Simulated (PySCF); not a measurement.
Run record: excited-state job, `[Si@@](C)(CC#C)(C#N)N`.

Method: TDDFT CAM-B3LYP/def2-SVPD, vertical, gas phase, core orbitals frozen in the response (PySCF 2.14.0, density-fitted response routines). Geometry: GFN2-xTB. The command runs a driver script over a list of jobs; the input below is this job's line of settings and its coordinates in Å.

Command:
```bash
OMP_NUM_THREADS=1 python probes_run.py task.json out
```

Input:
```
{"job": {"kind": "uv", "xc": "CAM-B3LYP", "basis": "def2-SVPD", "nstates": 8, "ntriplets": 3}, "charge": 0, "multiplicity": 1}
C      3.157865    -0.599919     0.209263
C      2.006652    -0.928444     0.212924
C      0.607285    -1.276142     0.220881
Si    -0.486709     0.252857    -0.127194
C     -2.343798    -0.067776     0.070093
N      0.016265     1.470021     0.978915
C     -0.217694     0.703800    -1.936600
N     -0.062422     0.994470    -3.034040
H      4.174924    -0.344717     0.204969
H      0.354922    -1.693537     1.197848
H      0.431353    -2.053782    -0.525042
H     -2.906360     0.851730    -0.054778
H     -2.707545    -0.773737    -0.670261
H     -2.575631    -0.465562     1.053065
H      0.999571     1.581830     1.168089
H     -0.456276     2.357851     1.020457
```

Output:
```
coarse grid: 14144 points
cycle   1  E = -593.6799964272  dE =  9.099e-01  |g| = 6.014e-01  |ddm| = 9.676e+00
cycle   2  E = -593.6259089390  dE =  5.409e-02  |g| = 8.185e-01  |ddm| = 2.509e+00
cycle   3  E = -593.7679465780  dE = -1.420e-01  |g| = 1.619e-01  |ddm| = 1.106e+00
cycle   4  E = -593.7732441620  dE = -5.298e-03  |g| = 5.324e-02  |ddm| = 2.580e-01
cycle   5  E = -593.7738253000  dE = -5.811e-04  |g| = 1.500e-02  |ddm| = 1.394e-01
cycle   6  E = -593.7738774221  dE = -5.212e-05  |g| = 2.237e-03  |ddm| = 3.381e-02
cycle   7  E = -593.7738787703  dE = -1.348e-06  |g| = 6.856e-04  |ddm| = 9.272e-03
final grid: 132928 points
cycle   8  E = -593.8652207305  dE = -3.059e-05  |g| = 3.543e-03  |ddm| = 9.561e-02
cycle   9  E = -593.8652211935  dE = -4.630e-07  |g| = 3.436e-03  |ddm| = 1.321e-02
cycle  10  E = -593.8652238552  dE = -2.662e-06  |g| = 4.412e-04  |ddm| = 4.672e-03
cycle  11  E = -593.8652238863  dE = -3.117e-08  |g| = 2.681e-04  |ddm| = 9.389e-04
cycle  12  E = -593.8652238997  dE = -1.335e-08  |g| = 1.029e-04  |ddm| = 4.669e-04
cycle  13  E = -593.8652239021  dE = -2.424e-09  |g| = 1.383e-05  |ddm| = 1.353e-04
cycle  14  E = -593.8652239022  dE = -5.548e-11  |g| = 5.291e-06  |ddm| = 4.290e-05
converged SCF energy = -593.8652239022

Static polarisability (au): isotropic 91.301, principal 76.798 89.746 107.360

Singlet excitations
state   eV       nm        f      main configurations
  1   6.5469    189.4   0.00131   H->L+5 0.29, H->L+4 0.19, H-1->L+3 0.10
  2   6.7679    183.2   0.03093   H->L 0.21, H->L+3 0.20, H-1->L+5 0.12
  3   6.8500    181.0   0.00050   H-1->L+3 0.43, H-1->L+6 0.12
  4   6.8822    180.2   0.03148   H-2->L 0.59, H->L+3 0.10, H->L 0.09
  5   7.1380    173.7   0.00242   H->L+2 0.39, H-2->L+2 0.11
  6   7.1794    172.7   0.00749   H->L+2 0.25, H-4->L+1 0.10, H->L 0.09
  7   7.3175    169.4   0.00638   H-2->L+2 0.21, H->L+2 0.11, H-2->L+1 0.10
  8   7.4721    165.9   0.02643   H->L 0.24, H-3->L+2 0.15, H-3->L 0.11

Triplet excitations (Tamm-Dancoff, eV): 5.4749 5.9624 5.9706
```

The SCF starts on a coarse grid where the log names one; the energy can jump when the final grid takes over, and dE then counts from the start density on the new grid. H and L stand for HOMO and LUMO; the number after each pair is its weight.

Q: How does the lowest singlet excitation compare with the HOMO–LUMO gap?

A: HOMO -9.08 eV and LUMO 0.74 eV give a gap of 9.82 eV; S1 at 6.55 eV lies 3.27 eV below it.

Q: Give the mean polarisability as a volume in Å³, and the ratio of the largest to the smallest principal value.

A: 91.301 au × 0.148185 = 13.53 Å³; 107.360/76.798 = 1.40.

Summary of the converged run: HOMO -9.08 eV, LUMO 0.74 eV; lowest singlet 6.55 eV; lowest triplet 5.47 eV (Tamm–Dancoff); mean polarisability 91.3 au.

Time: 2.1 min (with the writing of density and orbital grids); peak memory 1.1 GiB. Hardware: one thread of an Arm Neoverse N1, shared host with 64 logical CPUs at a one-minute load of 58.

One conformer stands for the species.
Labels such as C1 count atoms from 1, the log's own numbers from 0.
